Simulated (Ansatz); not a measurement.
Geometry optimisation, RKS PBE-D4/6-31G* in Ansatz.

input.yaml

```yaml
crystal:
  periodic: [false, false, false]
  atoms:
    - { symbol: C, position_ang: [0.1938, -1.8949, 1.6773] }
    - { symbol: O, position_ang: [1.0465, -1.5211, 0.6208] }
    - { symbol: C, position_ang: [2.14123, -2.30769, 0.53385] }
    - { symbol: C, position_ang: [3.07892, -2.97916, 0.3234] }
    - { symbol: Si, position_ang: [4.61933, -4.04814, 0.20824] }
    - { symbol: H, position_ang: [0.0535, -1.0093, 2.3797] }
    - { symbol: H, position_ang: [0.5674, -2.7189, 2.2003] }
    - { symbol: H, position_ang: [-0.8004, -2.0953, 1.255] }
    - { symbol: H, position_ang: [4.58768, -5.15389, 1.243] }
    - { symbol: H, position_ang: [4.60684, -4.72666, -1.12293] }
    - { symbol: H, position_ang: [5.82581, -3.26392, 0.36778] }
basis:
  gaussian: { orbitals: "6-31G*" }
hamiltonian:
  xc: pbe
  dispersion: d4
relax:
  f_tol: 0.015
  max_steps: 40
output:
  orbitals: {}
```

Command:

```bash
$ ansatz run input.yaml --threads 1 --pin off --max-ram 2048MiB --backend cpu --events-out ev --progress --plain --runs-dir out
```

Task: Where does it end, and by what steps?

Result: The run converged. The force dipped under the threshold on the way, but the program's further checks kept it going. After 16 steps the energy has fallen by 0.497 eV; H6 moved furthest, 0.82 Å.

```tsv
step	energy less start (eV)	largest force component (eV/Å)	accepted
0	0.0000	6.550	yes
1	-0.3866	1.252	yes
2	-0.4356	0.281	yes
3	-0.4391	0.199	yes
4	-0.4408	0.123	yes
5	-0.4461	0.054	yes
6	-0.4302	0.752	no
7	-0.4517	0.059	yes
8	-0.4556	0.211	yes
9	-0.4586	0.461	yes
10	-0.4869	0.101	yes
11	-0.4941	0.057	yes
12	-0.4731	0.623	no
13	-0.4943	0.233	yes
14	-0.4964	0.010	yes
15	-0.4966	0.026	yes
16	-0.4967	0.013	yes
```

```xyz
11
Properties=species:S:1:pos:R:3
C 0.166 -1.873 1.692
O 0.806 -1.930 0.386
C 1.955 -2.546 0.376
C 3.042 -3.122 0.331
Si 4.635 -3.979 0.244
H 0.810 -1.328 2.402
H -0.028 -2.894 2.060
H -0.777 -1.333 1.533
H 4.719 -5.034 1.310
H 4.808 -4.645 -1.090
H 5.785 -3.034 0.443
```

The run took 39 s on 1 thread of AMD EPYC 7R43 64-Core Processor (Zen 3), with other jobs on the host, peak memory 0.14 GiB.
